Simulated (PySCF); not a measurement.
Vertical excitations of a molecule C₄H₁₂Si₂ from TDA-LC-ωPBE/def2-SVPD (PySCF 2.14.0), as energy in eV (oscillator strength): 8.10 (0.011), 8.51 (0.056), 8.54 (0.013), 8.62 (0.107), 8.77 (0.006), 8.86 (0.002). Lowest triplet (TDA): 7.69 eV. Geometry: ωB97X-D3(BJ)/def2-SVP. The values are those of a single conformer.

Question: Pick the molecule that these values belong to.
(A) C=CCC([SiH3])[SiH3]
(B) C=CC[Si@@H](C)[SiH3]
(C) [SiH3]C/C=C/C[SiH3]
(D) C1C[SiH2]C[SiH2]C1

Answer: D, C1C[SiH2]C[SiH2]C1
